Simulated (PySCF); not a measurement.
## LiCa⁺: one state, many levels of theory

State: ¹Σ⁺ (singlet), closed shell. Set-up: PySCF, no relativity, basis sets Li 6-31G(d,p), Ca 6-31G(d,p). De refers to Li⁺ + Ca in their ground configurations, without counterpoise correction. A positive dipole points towards Ca; it is taken about the centre of mass and depends on that origin.

| Level | Re (Å) | ωe (cm⁻¹) | De (eV) | μ (D) |
| --- | --- | --- | --- | --- |
| RHF-MP2 | 3.311 | 241 | 1.13 | n/a |
| RHF-SCS-MP2 | 3.311 | 241 | 1.14 | n/a |
| RHF-CCSD | 3.307 | 243 | 1.21 | n/a |
| RHF-CCSD(T) | 3.309 | 242 | 1.21 | n/a |
| PBE | 3.241 | 246 | 1.35 | -4.14 |
| r²SCAN | 3.279 | 244 | 1.23 | -4.22 |
| M06-L | 3.337 | 225 | 1.07 | -5.47 |
| TPSSh | 3.258 | 251 | 1.40 | -3.64 |
| PBE0 | 3.254 | 249 | 1.32 | -3.96 |
| M06 | 3.319 | 231 | 1.17 | -5.43 |
| CAM-B3LYP | 3.219 | 254 | 1.29 | -3.95 |

(1) Which functional lies closest to RHF-CCSD(T) in De, which farthest, and by how much do they differ from it?

(2) What does a quarter of exact exchange do here, going from PBE to PBE0?

(3) What does the triples do here, going from RHF-CCSD to RHF-CCSD(T)?

Correlated steps freeze 5 core orbitals. Closed-shell solutions of metal pairs were not tested for spin polarisation, which can lower them a little. Correlated levels converge slowly with the basis: in double zeta they bind strong bonds too weakly, by up to about 1 eV, and carry superposition errors of some tenths. For an ion De counts to the pair picked by the measured ionisation energies or electron affinities, which need not be the lowest pair at this level.

The whole job (state search and all levels along the bond) took about 1.7 min on 1 thread of Arm Neoverse V1 (shared host), peak memory 0.54 GiB.

## Answers

(1) Closest is r²SCAN (-3.0 pm in Re, +0.8 % in ωe, +0.02 eV in De against RHF-CCSD(T) in the same basis), farthest TPSSh (-5.1 pm in Re, +3.7 % in ωe, +0.19 eV in De). CCSD(T) converges more slowly with the basis than the functionals do and binds too weakly in this one, so the order can change at the basis-set limit.

(2) PBE0 less PBE: +1.3 pm in Re, +1.2 % in ωe, -0.03 eV in De. Exact exchange removes part of the self-interaction that spreads semilocal densities, and in most molecules shortens and stiffens the bond and lowers De; here Re goes the other way.

(3) RHF-CCSD(T) less RHF-CCSD: +0.2 pm in Re, -0.4 % in ωe, +0.00 eV in De. The bond lengthens, as in strong covalent bonds, where excitations into antibonding orbitals dominate.
